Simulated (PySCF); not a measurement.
Some computed properties have been withheld. Give your best values.

C6H5F5.
Numbering: `[CH2:1]=[CH:2]/[CH:3]=[CH:4]\[C:5]([F:6])([F:7])[C:8]([F:9])([F:10])[F:11]` (hydrogens: H12, H13 on C1; H14 on C2; H15 on C3; H16 on C4)

Conformer (atom-mapped SMILES and torsion angles): `[CH2:1]=[CH:2]/[CH:3]=[CH:4]\[C:5]([F:6])([F:7])[C:8]([F:9])([F:10])[F:11]`: C1–C2–C3–C4 179°, C3–C4–C5–F6 158°, C4–C5–C8–F9 64°.

```tsv
property	level	value
point group	PBE0-D3(BJ)/def2-SVP	C1
rotational constants A, B, C	PBE0-D3(BJ)/def2-SVP	?
dipole moment	CAM-B3LYP/def2-SVPD	2.92 D
HOMO energy	CAM-B3LYP/def2-SVPD	-8.77 eV
LUMO energy	CAM-B3LYP/def2-SVPD	-0.71 eV
lowest singlet excitation	TDDFT CAM-B3LYP/def2-SVPD	?
lowest triplet excitation (Tamm–Dancoff)	TDA CAM-B3LYP/def2-SVPD	3.08 eV
static isotropic polarisability	CAM-B3LYP/def2-SVPD	?
electronic spatial extent ⟨r²⟩ about the centre of nuclear charge	CAM-B3LYP/def2-SVPD	?
13C chemical shifts (computed TMS as zero) by class	GIAO PBE0/pcSseg-1	?
1H chemical shifts (computed TMS as zero) by class	GIAO PBE0/pcSseg-1	7.17 (H14), 6.53 (H15), 5.85 (H12), 5.77 (H13), 5.58 (H16) ppm
isotropic shieldings of nuclei other than C and H, by class	GIAO PBE0/pcSseg-1	?
largest of the computed one-bond spin–spin couplings (means over like bonds)	B3LYP/pcJ-1, spin–dipole term left out for some pairs	?
```

Gas-phase values; electronic properties from PySCF, density fitting. One conformer (not necessarily the lowest) at the PBE0-D3(BJ)/def2-SVP geometry, without solvent or vibrations. NMR classes are plain means over equivalent atoms (diastereotopic ones count apart unless rotation or inversion swaps them), as if these changed places fast; in this geometry the members of some classes differ.

Problem. What are the rotational constants A, B, C?

Solution. 1.802, 0.776, 0.706 GHz.

Problem. The isotropic shieldings of nuclei other than C and H, by class?

Solution. 275 (F9/F10/F11), 307 (F6/F7) ppm.

Problem. Give the largest of the computed one-bond spin–spin couplings (means over like bonds).

Solution. 19F–13C -353.7 (F9–C8 and 2 like it), 19F–13C -307.8 (F6–C5 and 1 like it), 13C–1H +176.6 (C4–H16), 13C–1H +172.3 (C1–H12), 13C–1H +169.7 (C2–H14), 13C–1H +165.9 (C1–H13), 13C–1H +162.4 (C3–H15) Hz.

Problem. What is the electronic spatial extent ⟨r²⟩ about the centre of nuclear charge?

Solution. 1677 bohr².

Problem. What are the 13C chemical shifts (computed TMS as zero) by class?

Solution. 149.5 (C3), 140.9 (C2), 134.9 (C1), 125.6 (C4), 125.2 (C8), 116.7 (C5) ppm.

Problem. Give the lowest singlet excitation.

Solution. 5.69 eV (218 nm, f = 0.718).

Problem. What is the static isotropic polarisability?

Solution. 82.0 au.

The rotational constants make it an asymmetric top with κ = (2B − A − C)/(A − C) = -0.87, nearer the prolate limit (−1). The principal polarisabilities are 58.1, 69.2 and 118.8 au; their mean is the isotropic value.
